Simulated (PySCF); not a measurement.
PySCF input:

```python
from pyscf import gto, scf, dft

mol = gto.M(
    atom='''
    Si   -0.07811264    0.11617414   -0.03012990
    F    -0.29066030   -0.45160457    1.48483495
    F    -0.51950389   -1.21480240   -0.86460151
    O    -0.77850528    1.44149313   -0.39242964
    O     1.59524134    0.10734136   -0.19025134
    H     1.85116618    0.98054894   -0.49883466
    ''',
    basis='def2-tzvpd',
    charge=-1,
    spin=0,
    verbose=4,
)

mf = scf.RHF(mol).density_fit(auxbasis='def2-universal-jkfit')
mf.conv_tol = 1e-9
mf.max_cycle = 100
mf.max_memory = 1500
mf.kernel()
if not mf.converged:
    mf = mf.newton()
    mf.kernel(mf.make_rdm1())
mf.analyze()
```

**Question.** What final total energy does it print?

**Answer.** -638.57483 Eh (HF/def2-TZVPD).

It need not be the lowest isomer of its formula. Whether it binds its extra electron was not tested at this geometry.
